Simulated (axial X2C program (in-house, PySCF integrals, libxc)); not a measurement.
**Which functional? An output for HfCl⁻**

An SCF output computed with an in-house all-electron X2C program for linear molecules (integrals from PySCF) for HfCl⁻ at 2.407 Å, two-component, state Ω = 2, Hf dyall-acv3z [14s15p10d7f4g], Cl dyall-av3z [9s8p3d2f] (cores contracted in-house), without its first line:

```
basis functions 256  fitting functions 1274  grid points 5082
iter        total energy     max residual
   1     -15532.325600134     8.57e-01
   2     -15532.375885526     3.50e-02
   3     -15532.376041386     4.48e-02
   4     -15532.382640409     2.80e-03
   5     -15532.383248737     1.91e-03
   6     -15532.383609539     6.19e-04
   7     -15532.383779882     4.14e-04
   8     -15532.383877159     2.04e-04
   9     -15532.383914356     1.84e-04
  10     -15532.383931118     1.05e-04
  11     -15532.383940539     7.87e-05
  12     -15532.383948931     5.63e-05
  13     -15532.383951428     2.96e-05
  14     -15532.383952147     1.52e-05
  15     -15532.383952260     1.36e-05
  16     -15532.383952317     1.05e-05
  17     -15532.383952362     7.19e-06
  18     -15532.383952430     3.58e-06
  19     -15532.383952445     3.11e-06
  20     -15532.383952455     3.14e-06
  21     -15532.383952461     3.16e-06
  22     -15532.383952453     3.13e-06
  23     -15532.383952443     1.09e-05
  24     -15532.383952448     1.08e-05
  25     -15532.383955241     1.83e-04
  26     -15532.383956629     2.94e-04
  27     -15532.383958330     2.92e-04
  28     -15532.383967058     2.74e-04
  29     -15532.383972155     3.57e-04
  30     -15532.383978798     2.12e-04
  31     -15532.383981398     1.47e-04
  32     -15532.383984060     1.53e-04
  33     -15532.383985665     1.30e-04
  34     -15532.383986694     1.29e-04
  35     -15532.383989981     2.06e-04
  36     -15532.383993043     2.08e-04
  37     -15532.383995432     1.56e-04
  38     -15532.383996968     1.22e-04
  39     -15532.383998006     1.28e-04
  40     -15532.383999094     9.23e-05
  41     -15532.383999882     5.39e-05
  42     -15532.384000204     4.32e-05
  43     -15532.384000298     2.78e-05
  44     -15532.384000338     2.35e-05
  45     -15532.384000360     1.79e-05
  46     -15532.384000377     1.17e-05
  47     -15532.384000389     1.26e-05
  48     -15532.384000396     8.04e-06
  49     -15532.384000399     5.08e-06
  50     -15532.384000400     3.10e-06
  51     -15532.384000400     2.48e-06
converged
one-electron -21871.55414223  Coulomb 6418.58855559  exact exchange -335.72752673  xc functional 0.00000000  nuclear repulsion 269.09551565  atomic mean-field constant -12.78640268
```

Problem. Which level of theory produced it?
A. PBE0
B. HF
C. TPSSh

Solution. B. The exact-exchange term against the functional term shows a share of 1 of exact exchange.
